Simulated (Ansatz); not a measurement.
`C[B](C)[ZnH]` + `N=CF` → `C/N=C\F` + `C[BH][ZnH]` at 400 K and 1 bar (substitution at a C–B bond).

Program: Ansatz. Geometries: PBE0-D4/def2-TZVP. ΔE: electronic, gas phase. CBS: MP2 limit from def2 TZ/QZ plus the TZ coupled-cluster correction, frozen cores. This one scheme is used for every species. For Zn outer-core shells are correlated without core-valence functions, which leaves a few kJ/mol of doubt a bond. Scalar relativity is left out up to krypton. One conformer a species, not always the lowest.

| species | CCSD(T)/CBS energy (Eh) | H − E (kJ/mol) | S (J/(mol·K)) |
| --- | --- | --- | --- |
| `C[B](C)[ZnH]` | -1883.46486 | 248.6 | 395.3 |
| `N=CF` | -193.72220 | 103.2 | 262.4 |
| `C/N=C\F` | -232.97538 | 183.2 | 308.3 |
| `C[BH][ZnH]` | -1844.18606 | 166.8 | 330.3 |

H − E and S are ideal-gas, rigid-rotor, harmonic terms from PBE0-D4/def2-TZVP, for one conformer and one mirror image of each species. 1 Eh = 2625.50 kJ/mol, R = 8.31446 J/(mol·K).

Task: By hand: ΔE, ΔH, ΔS and ΔG.

Result: ΔE = (-232.97538) + (-1844.18606) − (-1883.46486) − (-193.72220) = 0.02562 Eh = 67.3 kJ/mol. Δ(H − E) = 183.2 + 166.8 − 248.6 − 103.2 = -1.8, so ΔH = 65.5 kJ/mol. ΔS = 308.3 + 330.3 − 395.3 − 262.4 = -19.1 J/(mol·K). ΔG = 65.5 − 400 × (-19.1)/1000 = 73.1 kJ/mol.

Task: By hand: the equilibrium constant, and the temperature at which ΔG would vanish if ΔH and ΔS stayed fixed.

Result: log₁₀ K = −ΔG/(RT ln 10) = -9.5. ΔH and −TΔS have one sign here, so there is no such temperature.

ΔH outweighs TΔS. A doubt of 5 kJ/mol in ΔE shifts log₁₀ K by 0.7 here. Other conformers and mirror images would add mixing entropy, several J/(mol·K) or more a flexible species. Modes under 60 cm⁻¹, often nearly free rotors, make the harmonic entropy too high. These are equilibria of isolated gas molecules and say nothing of rates. Largest T1 diagnostic: 0.014 (customary marks: 0.02 for closed shells, 0.045 for open ones).
